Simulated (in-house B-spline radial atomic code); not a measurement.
Atomic self-consistent-field run: the lanthanum ion La²⁺. Method: scalar-relativistic (X2C) RPBE, spin-polarised, spherical fractional occupations, Fermi nucleus of rms radius 4.855 fm. Calculated with an all-electron radial atomic-structure program (B-spline basis).

In the input, 3d5,1 would mean five up and one down electron.

Command:
```bash
python run_scf.py task.json out
```
Settings (nuclear radius in fm, mass in u):
```
Z                57
configuration    1s2 2s2 2p6 3s2 3p6 3d10 4s2 4p6 4d10 5s2 5p6 5d1,0
hamiltonian      x2c
method           rpbe,pbe
spin_polarised   True
nucleus          fermi
rms_radius       4.855
atomic_mass      138.90636
speed_of_light   137.035999084
```

Output (hartree, bohr):
```
 radial grid: 79 intervals, B-splines of order 8, outer radius 53.7037 bohr

 iter        energy (Eh)    residual
    1       -8483.727742    4.84e-01
    2       -8487.555420    3.65e-01
    3       -8491.785093    6.71e-02
    4       -8491.910138    1.59e-02
    5       -8491.913663    5.79e-03
    6       -8491.914908    1.61e-03
    7       -8491.914976    8.69e-05
    8       -8491.914976    1.94e-05
    9       -8491.914976    1.98e-06
   10       -8491.914976    9.11e-08

 total energy                     -8491.91498
 kinetic                            9090.2942
 electron-nucleus                 -20639.5729
 Hartree                            3262.8734
 exchange-correlation               -205.5096

 orbital      occ     eigenvalue          <r>       <r^2>       <1/r>       r_max
 1s up      1.000     -1421.4418    0.0244169 0.000819562      65.634      0.0153
 1s down    1.000     -1421.4420    0.0244169 0.000819562      65.634      0.0153
 2s up      1.000      -226.6878     0.106862   0.0135353     15.0164     0.09083
 2s down    1.000      -226.6866     0.106861   0.0135353     15.0165     0.09083
 2p up      3.000      -203.4243    0.0938975   0.0107776     13.6398     0.07276
 2p down    3.000      -203.4234    0.0938973   0.0107775     13.6398     0.07276
 3s up      1.000       -48.8682     0.284837   0.0928423     5.34118      0.2605
 3s down    1.000       -48.8677     0.284834   0.0928405     5.34121      0.2605
 3p up      3.000       -41.4162     0.282788   0.0928002     4.93647      0.2548
 3p down    3.000       -41.4156     0.282785   0.0927981     4.93649      0.2548
 3d up      5.000       -30.6080     0.259966   0.0797288      4.6484      0.2101
 3d down    5.000       -30.6071     0.259965   0.0797277     4.64839      0.2101
 4s up      1.000       -10.2451     0.654267    0.482974     2.19025      0.6089
 4s down    1.000       -10.2433      0.65432    0.483049     2.19001      0.6089
 4p up      3.000        -7.8163     0.692715    0.545495     1.99292      0.6356
 4p down    3.000        -7.8148     0.692772     0.54557     1.99267      0.6356
 4d up      5.000        -4.2781     0.767495    0.683169     1.72558      0.6722
 4d down    5.000        -4.2767     0.767416    0.682902     1.72553      0.6723
 5s up      1.000        -1.8950      1.55927     2.72665      0.8541       1.414
 5s down    1.000        -1.8809      1.55223     2.70226    0.858879        1.41
 5p up      3.000        -1.2911      1.79222     3.62348    0.728225       1.591
 5p down    3.000        -1.2713      1.78399     3.59372    0.733079       1.583
 5d up      1.000        -0.5496      2.58505     7.71908    0.497449        2.13
```

Time taken, with all properties: 0.19 s on 1 thread of Intel(R) Xeon(R) Platinum 8488C, on a shared host.

One-electron X2C: radii and densities carry no picture-change correction, so inner-shell <1/r> comes out high (for 1s by about 2 % at Z = 33, 5 % at 54, 10 % at 75, 30 % at 118) and <r> low.
